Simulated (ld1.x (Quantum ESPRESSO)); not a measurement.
Results of a calculation; reference values are marked as such.
# Potentials for titanium compared

Generated with ld1.x 7.5 (TM, RRKJ, ultrasoft, PAW), atompaw 4.2 or ONCVPSP 4.0.1. The cutoff is in Ry: for ld1.x and atompaw files where the sum of valence levels is converged to 10 mRy in a Bessel basis, for ONCV files where the hardest occupied wave has 1 mHa per electron of residual kinetic energy. The error is the largest all-electron minus pseudo excitation energy over each file’s own four to seven test configurations (ionisations up to +4, promotions, holes and added fractions of an electron), all of which were solved. The labels leave out finer settings (local radius, basis sizes, second energies), which also bear on the numbers. Spin-polarised tests are not counted. The rows are a selection from randomly drawn settings: files with unsolved tests, undetermined cutoffs or missed reference levels are left out.

| potential | cutoff (Ry) | largest error (meV) | bound ghosts |
| --- | --- | --- | --- |
| TM semilocal, PBE, scalar-relativistic, rc 1.25/1.35/1.15/1.00 (spdf), local d, core correction yes, reference 3s2 3p6 3d2 4s0 4p0 | 120 | +599 | none |
| TM, LDA (PZ), scalar-relativistic, rc 1.60/0.95/2.40/2.60 (spdf), local smoothed, core correction no, reference 3s2 3p6 3d2 4s0 4p0 | 80 | -375 | none |
| RRKJ, PW91, scalar-relativistic, rc 2.25/3.00/2.35 (spd), local s, core correction no, reference 3d2 4s2 4p0 | 30 | +516 | none |
| RRKJ, LDA (PZ), scalar-relativistic, rc 2.35/4.05/1.20 (spd), local s, core correction yes, reference 3d2 4s2 4p0 | 100 | -651 | none |
| TM, PBEsol, scalar-relativistic, rc 2.50/2.65/2.20 (spd), local s, core correction yes, reference 3d2 4s2 4p0 | 45 | -445 | none |

(1) Fill in the row for Ti: PAW, PBE, scalar-relativistic, rc 3.00/3.55/2.05 (spd), local smoothed, core correction yes, reference 3d2 4s2 4p0.

(2) Fill in the row for Ti: TM semilocal, LDA (PZ), scalar-relativistic, rc 3.15/3.05/1.15 (spd), local s, core correction yes, reference 3d2 4s2 4p0.

## Answers

(1) cutoff 21 Ry, largest error -687 meV, bound ghosts: none.

(2) cutoff 120 Ry, largest error -529 meV, bound ghosts: none.
